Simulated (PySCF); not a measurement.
BI₃: adding exact exchange

Base calculation in PySCF with density fitting and no spin–orbit coupling, PBE/def2-TZVP (scalar-relativistic core potentials): singlet, D3h, B–I 2.126 Å (×3); wavenumbers 99 (×2), 188, 306, 685 (×2) cm⁻¹; gap between the highest occupied and lowest empty levels 3.01 eV, polar-tensor charge of B 0.98 e, atomisation energy (no zero-point energy) 998 kJ/mol.

What changes on going to PBE0/def2-TZVP (scalar-relativistic core potentials)?

The point group stays the same. Changes: mean bond to B -0.014 Å, highest wavenumber +33 cm⁻¹, lowest wavenumber +3 cm⁻¹, gap between the highest occupied and lowest empty levels +1.86 eV, polar-tensor charge of B +0.05 e, atomisation energy (no zero-point energy) -31 kJ/mol. The new structure has B–I 2.112 Å (×3), with wavenumbers 102 (×2), 196, 318, 718 (×2) cm⁻¹. Exact exchange shortens and stiffens the bonds and opens the gap, the usual pattern.

Only the bonding shown was studied: isomers, or loss of a ligand pair, can lie lower.
